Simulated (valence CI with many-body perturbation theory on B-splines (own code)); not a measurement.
**E1 line list for Ta LIX**

Method: relativistic CI+MBPT: five valence electrons over a frozen Dirac-Fock core [Ne], a basis of 11 s, 11 p, 10 d, 8 f, 5 g, 2 h functions for each j, with the one-electron correlation potential Σ1, the two-electron term Σ2, the three-electron term Σ3, Breit, model QED; selected CI, second order for the rest, scaled by the run's own slope (own B-spline code, finite nucleus).

No measured spectrum was set against this ion. As an estimate, large intervals hold to a few tenths of a per cent, small ones and those within an open d or f shell to about a per cent. Among the levels kept, up to 3200 cm⁻¹ of a level comes from second order outside the variational space, and about a tenth of that is noise between levels of different J, which matters for small intervals.

Lines 51 to 100 of 564 in falling wavelength, among levels below 10446 × 10³ cm⁻¹, chosen from the strongest by gf and those to the six lowest levels. Wavelengths and rates use the calculated energies. Electric multipoles are in the length gauge with retardation, E1 and E2 with the static RPA response of the core. Weak lines are less certain than strong ones. Lines between different terms over intervals too small for the method are left out, as are lines whose strength nearly cancels. The highest levels of a list are the least certain.

Levels are named by their leading jj configuration (3d3/2^4 stands for four electrons in 3d with j = 3/2), which in mixed levels can hold well under half, so a name can repeat and another be missing. Letters in brackets count levels of one name in rising energy.

| λ vac (nm) | Upper | Lower | A (s⁻¹) | S (a.u.) |
| --- | --- | --- | --- | --- |
| 6.749 | (3s 3p1/2 3p3/2^2 3d5/2) J=3/2 [c] | (3s^2 3p3/2^2 3d5/2) J=5/2 [a] | 1.90e+10 | 1.16e-02 |
| 6.749 | (3s 3p1/2^2 3d3/2 3d5/2) J=7/2 [b] | (3s^2 3p1/2 3d3/2 3d5/2) J=9/2 | 3.74e+10 | 4.54e-02 |
| 6.725 | (3s 3p1/2^2 3d5/2^2) J=7/2 | (3s^2 3p1/2 3d5/2^2) J=9/2 | 3.96e+10 | 4.76e-02 |
| 6.701 | (3p1/2^2 3p3/2^2 3d3/2) J=3/2 [b] | (3s 3p1/2 3p3/2^2 3d3/2) J=5/2 [d] | 2.02e+10 | 1.20e-02 |
| 6.675 | (3s 3p1/2^2 3d5/2^2) J=7/2 | (3s^2 3p1/2 3d5/2^2) J=7/2 | 1.47e+10 | 1.73e-02 |
| 6.666 | (3s 3p1/2 3p3/2^2 3d5/2) J=3/2 [d] | (3s^2 3p3/2^2 3d5/2) J=3/2 | 1.88e+10 | 1.10e-02 |
| 6.647 | (3s 3p1/2 3p3/2^2 3d5/2) J=5/2 [f] | (3s^2 3p3/2^2 3d5/2) J=5/2 [b] | 2.02e+10 | 1.75e-02 |
| 6.632 | (3s 3p1/2^2 3p3/2 3d5/2) J=5/2 [b] | (3s^2 3p1/2 3p3/2 3d5/2) J=7/2 [b] | 3.60e+10 | 3.11e-02 |
| 6.614 | (3s 3p1/2 3p3/2^2 3d5/2) J=7/2 [b] | (3s^2 3p3/2^2 3d5/2) J=7/2 | 1.55e+10 | 1.77e-02 |
| 6.594 | (3s 3p1/2^2 3p3/2 3d5/2) J=5/2 [b] | (3s^2 3p1/2 3p3/2 3d5/2) J=5/2 [b] | 1.50e+10 | 1.27e-02 |
| 6.594 | (3s 3p1/2 3p3/2^2 3d5/2) J=3/2 [e] | (3s^2 3p3/2^2 3d5/2) J=5/2 [b] | 2.64e+10 | 1.50e-02 |
| 6.581 | (3s 3p1/2^2 3p3/2^2) J=3/2 | (3s^2 3p1/2 3p3/2^2) J=5/2 | 3.36e+10 | 1.89e-02 |
| 6.510 | (3p1/2^2 3p3/2^2 3d3/2) J=3/2 [b] | (3s 3p1/2 3p3/2^2 3d3/2) J=5/2 [c] | 2.74e+10 | 1.49e-02 |
| 6.491 | (3s 3p1/2^2 3d3/2 3d5/2) J=5/2 [b] | (3s^2 3p1/2 3d3/2 3d5/2) J=7/2 [a] | 1.80e+10 | 1.46e-02 |
| 6.420 | (3s 3p1/2 3p3/2^3) J=3/2 [b] | (3s^2 3p3/2^3) J=3/2 | 2.30e+10 | 1.20e-02 |
| 6.408 | (3s 3p1/2^2 3d3/2 3d5/2) J=3/2 [b] | (3s^2 3p1/2 3d3/2 3d5/2) J=5/2 [a] | 1.99e+10 | 1.03e-02 |
| 6.397 | (3s 3p1/2^2 3d3/2^2) J=3/2 | (3s 3p1/2^2 3p3/2 3d3/2) J=5/2 [b] | 2.84e+10 | 1.47e-02 |
| 6.371 | (3s 3p1/2 3p3/2 3d3/2^2) J=5/2 [b] | (3s 3p1/2 3p3/2^2 3d3/2) J=7/2 [b] | 1.79e+10 | 1.37e-02 |
| 6.316 | (3s 3p1/2^2 3p3/2 3d3/2) J=5/2 [b] | (3s^2 3p1/2 3p3/2 3d3/2) J=7/2 | 4.64e+10 | 3.46e-02 |
| 6.299 | (3s 3p1/2 3p3/2^2 3d5/2) J=7/2 [c] | (3s^2 3p3/2^2 3d5/2) J=9/2 | 2.71e+10 | 2.67e-02 |
| 6.286 | (3s 3p1/2^2 3p3/2 3d3/2) J=3/2 [b] | (3s^2 3p1/2 3p3/2 3d3/2) J=5/2 [a] | 2.45e+10 | 1.20e-02 |
| 6.281 | (3s 3p1/2^2 3p3/2 3d5/2) J=7/2 [b] | (3s^2 3p1/2 3p3/2 3d5/2) J=9/2 | 3.79e+10 | 3.71e-02 |
| 6.239 | (3s 3p1/2 3p3/2^2 3d5/2) J=9/2 [c] | (3s^2 3p3/2^2 3d5/2) J=9/2 | 2.74e+10 | 3.28e-02 |
| 6.210 | (3s^2 3p1/2 3p3/2 3d3/2) J=1/2 [a] | (3s^2 3p1/2 3p3/2^2) J=1/2 | 2.94e+09 | 6.96e-04 |
| 6.204 | (3s^2 3p1/2 3p3/2 3d3/2) J=3/2 [a] | (3s^2 3p1/2 3p3/2^2) J=1/2 | 2.29e+09 | 1.08e-03 |
| 6.198 | (3s 3p1/2^2 3p3/2^2) J=3/2 | (3s^2 3p1/2 3p3/2^2) J=3/2 | 1.54e+10 | 7.22e-03 |
| 6.196 | (3s 3p1/2 3p3/2^2 3d3/2) J=5/2 [e] | (3s^2 3p3/2^2 3d3/2) J=7/2 | 3.45e+10 | 2.43e-02 |
| 6.186 | (3p1/2^2 3p3/2^3) J=3/2 | (3s 3p1/2 3p3/2^3) J=5/2 | 6.23e+10 | 2.91e-02 |
| 6.144 | (3s 3p1/2^2 3p3/2^2) J=1/2 | (3s^2 3p1/2 3p3/2^2) J=3/2 | 2.90e+08 | 6.65e-05 |
| 6.117 | (3s 3p1/2 3p3/2^2 3d5/2) J=5/2 [c] | (3s^2 3p3/2^2 3d5/2) J=7/2 | 1.54e+10 | 1.05e-02 |
| 6.113 | (3p1/2^2 3p3/2^2 3d3/2) J=7/2 | (3s 3p1/2 3p3/2^2 3d3/2) J=9/2 | 5.86e+10 | 5.28e-02 |
| 6.069 | (3p1/2^2 3p3/2^2 3d3/2) J=3/2 [a] | (3s 3p1/2 3p3/2^2 3d3/2) J=5/2 [a] | 2.72e+10 | 1.20e-02 |
| 6.036 | (3s 3p1/2 3p3/2^2 3d3/2) J=3/2 [f] | (3s^2 3p3/2^2 3d3/2) J=5/2 | 2.21e+10 | 9.58e-03 |
| 5.996 | (3s 3p1/2 3p3/2 3d3/2^2) J=5/2 [a] | (3s 3p1/2 3p3/2^2 3d3/2) J=7/2 [a] | 4.49e+10 | 2.87e-02 |
| 5.923 | (3s 3p1/2^2 3p3/2 3d3/2) J=1/2 [b] | (3s^2 3p1/2 3p3/2 3d3/2) J=3/2 [a] | 4.77e+10 | 9.79e-03 |
| 5.901 | (3s 3p1/2^2 3p3/2 3d5/2) J=7/2 [b] | (3s^2 3p1/2 3p3/2 3d5/2) J=7/2 [a] | 1.82e+10 | 1.47e-02 |
| 5.896 | (3s 3p1/2 3p3/2 3d3/2^2) J=7/2 | (3s 3p1/2 3p3/2^2 3d3/2) J=9/2 | 2.25e+10 | 1.82e-02 |
| 5.861 | (3s^2 3p1/2 3p3/2 3d3/2) J=5/2 [a] | (3s^2 3p1/2 3p3/2^2) J=5/2 | 6.08e+09 | 3.62e-03 |
| 5.768 | (3s^2 3p1/2 3p3/2 3d3/2) J=3/2 [a] | (3s^2 3p1/2 3p3/2^2) J=5/2 | 1.63e+10 | 6.19e-03 |
| 5.764 | (3s 3p1/2^2 3d3/2^2) J=5/2 | (3s 3p1/2^2 3p3/2 3d3/2) J=3/2 [b] | 1.67e+10 | 9.48e-03 |
| 5.636 | (3p1/2^2 3p3/2^2 3d3/2) J=1/2 | (3p1/2^2 3p3/2^3) J=3/2 | 6.54e+10 | 1.16e-02 |
| 5.543 | (3s^2 3p1/2 3p3/2 3d3/2) J=7/2 | (3s^2 3p1/2 3p3/2^2) J=5/2 | 1.08e+09 | 7.25e-04 |
| 5.495 | (3s^2 3p1/2^2 3d3/2) J=3/2 | (3s^2 3p1/2^2 3p3/2) J=3/2 | 1.20e+10 | 3.92e-03 |
| 5.477 | (3s^2 3p1/2 3p3/2 3d3/2) J=1/2 [a] | (3s^2 3p1/2 3p3/2^2) J=3/2 | 4.69e+09 | 7.60e-04 |
| 5.472 | (3s^2 3p1/2 3p3/2 3d3/2) J=3/2 [a] | (3s^2 3p1/2 3p3/2^2) J=3/2 | 9.04e+08 | 2.92e-04 |
| 5.415 | (3s 3p1/2^2 3d3/2 3d5/2) J=7/2 [b] | (3s 3p1/2^2 3p3/2 3d5/2) J=7/2 [b] | 1.39e+10 | 8.74e-03 |
| 5.110 | (3s^2 3p1/2 3d3/2 3d5/2) J=9/2 | (3s^2 3p1/2 3p3/2 3d5/2) J=9/2 | 1.71e+10 | 1.12e-02 |
| 5.043 | (3s 3p1/2^2 3d3/2 3d5/2) J=7/2 [b] | (3s 3p1/2^2 3p3/2 3d5/2) J=7/2 [a] | 1.66e+10 | 8.40e-03 |
| 5.007 | (3s^2 3p1/2 3p3/2 3d3/2) J=1/2 [b] | (3s^2 3p1/2 3p3/2^2) J=1/2 | 5.37e+08 | 6.66e-05 |
| 4.996 | (3s^2 3p1/2 3p3/2 3d3/2) J=3/2 [b] | (3s^2 3p1/2 3p3/2^2) J=1/2 | 9.94e+08 | 2.45e-04 |
